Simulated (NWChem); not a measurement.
Molecule: C2H6FNSi; SMILES C/N=C\[SiH2]F

```xyz
11

C      0.5914     2.2783     0.0888
N     -0.7326     1.6893     0.1583
C     -0.8570     0.4224     0.0821
Si     0.4631    -0.9354    -0.1200
F     -0.3779    -2.3178    -0.1447
H      0.7662     2.8621     1.0002
H      1.4214     1.5594    -0.0291
H      0.6210     2.9818    -0.7516
H     -1.8878     0.0445     0.1418
H      1.4141    -0.9786     1.0212
H      1.2137    -0.8135    -1.3970
```
Atoms are numbered in this order, from 1.

Results from NWChem. Pople sets run with spherical d functions. The geometry was optimised at B3LYP/6-31G* (spherical d). Vzz is the largest principal value of the second derivative of the potential at the nucleus (NWChem prints the opposite sign); η is the asymmetry. Non-relativistic.

```
level            Vzz N2 (a.u.)  η N2  relative time
---------------  -------------  ----  -------------
B3LYP/cc-pVTZ           -1.144  0.53              6
B3LYP/def2-TZVP         -1.139  0.55              3
PBE0/def2-SVP           -1.086  0.43              1
PBE0/6-31G*             -1.033  0.42              1
```

Times are rough ratios from one shared machine.
